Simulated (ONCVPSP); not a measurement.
Before and after: ONCV potential for Dy

Dy, optimised norm-conserving Vanderbilt (ONCV), made with ONCVPSP 4.0.1 (PBEsol, scalar-relativistic). Core [Kr] 4d10 4f9, reference 5s2 5p6 5d1 6s1 6p1. Waves: 5s+6s: rc 1.85 bohr, ncon 3, nbas 7, qcut 4.9 1/bohr, 2 projectors; 5p+6p: rc 3.00 bohr, ncon 5, nbas 8, qcut 3.9 1/bohr, 2 projectors; 5d: rc 1.85 bohr, ncon 5, nbas 10, qcut 4.5 1/bohr, local. Local part: the d channel. Core correction: Teter function, fcfact 3.25, rcfact 1.8.

Change: core correction Teter function, parameters optimised by the program.

Cutoffs: the cutoffs (Ha) at which the residual kinetic energy of the hardest occupied pseudo-wave falls to 1 and 0.1 mHa per electron; they do not see the model core or the augmentation charge, which bear on the density cutoff. Errors are all-electron minus pseudo energies relative to the spin-unpolarised reference configuration.

How do hardness, ghosts and transferability respond?

The potential gets neither clearly harder nor softer (10 Ha and 26 Ha → 10 Ha and 26 Ha); of the 4 tests that both files solve, the error grows in 0 and shrinks in 4 by more than 15 % and 0.3 meV (median size 5.7 → 1.4 meV); neither file shows a bound ghost. A model core, the more so a compact one, raises the density cutoff, which this test does not measure.

```csv
quantity,base,changed
"cutoff, loose",10 Ha,10 Ha
"cutoff, tight",26 Ha,26 Ha
bound ghosts,none,none
GHOST(+) flags under 300 eV,none,none
"error for 5s2 5p6 5d1 6s2 6p0, meV [ΔE -3.05 eV]",-1.6,+0.9
"error for 5s2 5p6 5d1 6s1 6p0, meV [ΔE 3.82 eV]",-2.0,-1.3
"error for 5s2 5p6 5d1 6s0 6p0, meV [ΔE 16.20 eV]",-24,+3.5
"error for 5s2 5p6 5d1 6s0 6p1, meV [ΔE 7.60 eV]",-9.3,-1.5
s: phases at 1.87 bohr within 0.05 rad from the reference energy up to (Ha; the scan ends near 5),1.4,1.4
p: phases at 3.04 bohr within 0.05 rad from the reference energy up to (Ha; the scan ends near 5),2.7,2.7
d: phases at 1.87 bohr within 0.05 rad from the reference energy up to (Ha; the scan ends near 5),3.4,3.4
"rms error of d²Exc/dni dnj with the model core, mHa",1.68,0.36
```
